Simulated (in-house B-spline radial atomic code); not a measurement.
**RPA and G0W0 on BHandHLYP: Ru11+**

Configuration [Ar] 3d10 4s2 4p3, highest spin, mean-field start BHandHLYP. Computed with a B-spline radial code for spherical atoms: all electrons, non-relativistic, point nucleus, each spin shell either full or empty, empty states to l = 9 with an (l + 1/2)⁻⁴ tail; G0W0 by contour deformation at full frequency.

Without relativity these are model numbers: it shifts the levels of so heavy an element strongly and can reorder them.

Command:
```bash
python run_gw.py task.json out
```
Settings (radii: box in bohr, nucleus in fm):
```
Z                        44
electrons                33
configuration            [Ar] 3d10 4s2 4p3
hamiltonian              nr
method                   bhandhlyp
lmax                     9
spin_polarised           True
box_radius               6.2
intervals                49
```

Cost of the run: 3.5 s on 1 thread of Arm Neoverse N1, on a shared host.

Energies (hartree):

| term | value |
| --- | --- |
| mean-field total | -4405.50118 |
| Hartree-Fock functional on these orbitals | -4403.78374 |
| direct second order | -2.6752 |
| second-order exchange | 0.78346 |
| SOSEX correction | 0.74112 |

Q: What is the RPA correlation energy, and what remains with SOSEX?

A: RPA gives -2.4393 hartree (-2.01 eV per electron); RPA + SOSEX gives -1.6982, and the second-order doubles -1.8918 hartree (no singles). SOSEX takes back 30 % of the RPA value.

Quasi-particle levels (eV):

| level | occupied | mean field | Σx - vxc | Σc | QP weight | G0W0 |
| --- | --- | --- | --- | --- | --- | --- |
| 4p up | yes | -241.83 | -5.17 | ? | ? | ? |
| 4s down | yes | -264.03 | -2.27 | -3.60 | 0.976 | -269.90 |
| 3d down | yes | -510.09 | -15.04 | 4.26 | 0.972 | -520.87 |
| 4p down | no | -224.61 | 7.48 | -3.07 | 0.974 | -220.19 |

G0W0 = mean field + (Σx - vxc) + Σc, with Σc (partial-wave tail included) taken at the quasi-particle energy. Only the outer levels were computed. Levels of low weight are left out.

Q: Where does G0W0 put 4p up?

A: At -247.80 eV, with Σc = -0.80 eV and a quasi-particle weight of 0.975. The tabulated removal energy is 245 ± 2.5 eV (NIST, tabulated theory); the calculation leaves out relativity, Breit and QED terms, and what these don't explain is the method's own error.
